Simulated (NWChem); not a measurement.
**Atomisation of CH3Li**

```
C
H 1 1.1164
H 1 1.1164 2 105.03
H 1 1.1164 2 105.03 3 110.49
Li 1 1.9800 2 113.61 4 124.75
```
Charge 0, spin multiplicity 1.

The numbers come from NWChem runs, not from measurements. Structure: optimised with PBE/def2-SVP, a minimum by its harmonic frequencies.

Basis set: def2-TZVP. The atomisation energy is electronic alone: no zero-point, thermal, spin-orbit or counterpoise terms. No value is extrapolated to the basis-set limit. Free atoms are single determinants with multiplicities Li 2, C 3, H 2. Correlated methods freeze the same cores in atoms and molecule, 1 orbitals in all.

B3LYP has NWChem's definition, with VWN1-RPA local correlation. The structure started from a generated list of species. No SCF solution was tested for a lower state. Open-shell Hartree-Fock references start from PBE0 orbitals.

**Question.** For the atomisation energy, HF gives 257.5 kcal/mol and LDA (SVWN5) gives 396.3 kcal/mol. What do MP2, BLYP, B3LYP give?

**Answer.** MP2: 339.7 kcal/mol; BLYP: 352.3 kcal/mol; B3LYP: 354.4 kcal/mol.
